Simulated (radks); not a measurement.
Effect of the nuclear size on neutral osmium, [Xe] 4f14 5d6 6s2. All-electron calculation, Dirac Kohn-Sham, BLYP, spin-unpolarised, spherical densities, finite nucleus; open shells fill j = l - 1/2 first; Fermi nuclear charge, rms radius 5.4126 fm. Program: a radial shooting solver on a logarithmic mesh with Libxc functionals. The rms radius is varied about that value; shifts are against it.

| rms radius (fm) | total energy shift (eV) | density at nucleus (e/bohr^3) | 1s1/2 shift (meV) | 2s1/2 shift (meV) | 5s1/2 shift (meV) | 5p1/2 shift (meV) | 6s1/2 shift (meV) | 5d5/2 shift (meV) | 6p1/2 (empty) shift (meV) |
|---|---|---|---|---|---|---|---|---|---|
| 4.5899 | -20.5 | 1.781e+06 | -8280 | -1190 | -11.7 | 0.569 | -0.794 | 0.709 | 0.228 |
| 4.9471 | -11.9 | 1.732e+06 | -4790 | -688 | -6.74 | 0.329 | -0.460 | 0.410 | 0.132 |
| 5.4126 | 0 | 1.676e+06 | 0.000 | 0.000 | 0.000 | 0.000 | 0.000 | 0.000 | 0.000 |
| 5.7103 | 7.95 | 1.643e+06 | 3210 | 460 | 4.51 | -0.220 | 0.307 | -0.274 | -0.088 |
| 6.5492 | 31.8 | 1.562e+06 | 12800 | 1840 | 18.0 | -0.876 | 1.23 | -1.10 | -0.352 |

Slopes of the eigenvalues against <r^2> in GHz/fm^2, as finite differences over the two radii next to the reference (eigenvalue slopes, not the field-shift constants of lines): 1s1/2 238000, 2s1/2 34100, 5s1/2 335, 5p1/2 -16.3, 6s1/2 22.8, 5d5/2 -20.4, 6p1/2 (empty) -6.54.
